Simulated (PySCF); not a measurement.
Si(H)2(Me)(OMe) (C2H8OSi), SMILES CO[SiH2]C.

Geometry optimised at PBE0-D3(BJ)/def2-SVP. Other conformers were not sampled.

These are TDA-PBE/def2-SVPD (PySCF 2.14.0) values and carry that method's errors.

Vertical excitations. Gas-phase values at a fixed geometry. State labels are in the subgroup Cs.

### Question
List the lowest excited states. (An estimate is asked for; the answer gives what the named calculation found.)

### Answer

```
state  symmetry  energy (eV)  λ (nm)      f          main pairs
-----  --------  -----------  ------  -----  ------------------
S1           A"         6.34     196  0.003      HOMO→LUMO 99 %
S2           A"         6.51     190  0.007   HOMO→LUMO+1 100 %
S3           A"         6.99     177  0.024    HOMO→LUMO+2 99 %
S4           A'         7.06     176  0.026    HOMO−1→LUMO 97 %
S5           A'         7.28     170  0.027  HOMO−1→LUMO+1 97 %
S6           A"         7.51     165  0.009    HOMO→LUMO+3 98 %
S7           A'         7.72     161  0.058  HOMO−1→LUMO+2 95 %
S8           A"         7.81     159  0.017    HOMO→LUMO+4 96 %
S9           A'         7.90     157  0.015    HOMO−2→LUMO 91 %
S10          A"         8.02     155  0.004    HOMO−3→LUMO 98 %
T1           A"         6.11     203      0      HOMO→LUMO 99 %
T2           A"         6.42     193      0    HOMO→LUMO+1 99 %
T3           A'         6.78     183      0    HOMO−1→LUMO 99 %
T4           A"         6.79     183      0    HOMO→LUMO+2 99 %
```
Triplets are in the Tamm–Dancoff approximation.
